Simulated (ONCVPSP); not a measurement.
## beryllium (Be), ONCV: configuration errors across variants

ONCVPSP 4.0.1 input, shortened (lines: element, Z, core and valence counts, functional; n l f; lmax; l rc ep ncon nbas qcut; lloc lpopt rc5 dvloc0; l nproj debl; icmod fcfact rcfact), PBE, scalar-relativistic:

```
  Be 4.00    0    2        4      upf
    1    0    2.00
    2    0    1.00
    1
    0    0.90    0.00    4    7   11.40
    1    0.85    0.05    4    7   10.40
    4    5    0.55    0.00
    0    2    3.60
    1    2    2.10
    0    0.00    0.00
```

All-electron excitation energies from the reference (eV): (1) 1s2 2s2 -9.551; (2) 1s2 2s0 17.948; (3) 1s2 2s1.5 -5.790; (4) 1s2 2s1 2p1 -5.938.

Errors AE − PS in meV (a dash: test not solved or not reliable):

| change | (1) | (2) | (3) | (4) | bound ghosts | GHOST(+) flags above zero |
| --- | --- | --- | --- | --- | --- | --- |
| base | +0.6 | +2.2 | +0.2 | -0.3 | none | none |
| all radii scaled by about 0.80 (s 0.72, p 0.68 bohr); local potential polynomial inside 0.44 bohr (lpopt 5, dvloc0 0 Ha) | +0.4 | +1.9 | +0.1 | -0.1 | none | none |
| all radii scaled by about 0.90 (s 0.82, p 0.76 bohr); local potential polynomial inside 0.50 bohr (lpopt 5, dvloc0 0 Ha) | +0.5 | +2.2 | +0.2 | -0.2 | none | none |
| all radii scaled by about 1.18 (s 1.06, p 1.00 bohr); local potential polynomial inside 0.64 bohr (lpopt 5, dvloc0 0 Ha) | +0.5 | +2.1 | +0.2 | -0.6 | none | none |
| all radii scaled by about 1.31 (s 1.18, p 1.12 bohr); local potential polynomial inside 0.72 bohr (lpopt 5, dvloc0 0 Ha) | -0.1 | +1.1 | 0.0 | -1.1 | none | none |

Problem. Give the same row for: all radii scaled by about 1.10 (s 0.98, p 0.94 bohr); local potential polynomial inside 0.60 bohr (lpopt 5, dvloc0 0 Ha).

Solution. +0.6, +2.3, +0.2, -0.5; bound ghosts: none; GHOST(+) flags above zero: none.
